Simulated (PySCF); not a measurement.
Compound: C6H10OS.
SMILES: `C=CC[C@@H]1CC[S@@]1=O`

Jobs on this species (18 atoms, 70 electrons) with PySCF (density fitting). Hardware of each: one thread, Arm Neoverse V1 (aarch64) (shared host). Other jobs ran on the host; a repeat could differ by tens of per cent or more. Peak memory is the resident size of the whole Python process, interpreter and libraries included.

```tsv
level and settings	work	basis functions	SCF cycles	wall time	peak memory
HCTH407/IGLO-II, fitting basis def2-universal-jkfit	shieldings, ring-centre shieldings, charges and field gradients	249	?	?	?
BLYP/def2-SVPD, IEF-PCM tetrahydrofuran	spin–spin couplings from 16 perturbed nuclei, spin–dipole term left out	250	16	33 s	0.83 GiB
PBE0/def2-SVPD	6 singlets by full TDDFT, 2 Tamm–Dancoff triplets, polarisability	250	15	53 s	0.97 GiB
PBE0/pcSseg-1	shieldings, ring-centre shieldings, charges and field gradients	193	15	32 s	0.85 GiB
HCTH407/pcSseg-1	shieldings, ring-centre shieldings	193	17	46 s	0.77 GiB
```

Problem. Fill in the missing figures.

Solution. 
- HCTH407/IGLO-II, fitting basis def2-universal-jkfit; shieldings, ring-centre shieldings, charges and field gradients: 59 s, 0.75 GiB, 14 SCF cycles

Problem. What do all jobs in the table cost together?

Solution. About 3.7 min; the longest takes about 26 % of that, and about 1.8 times as long as the shortest.
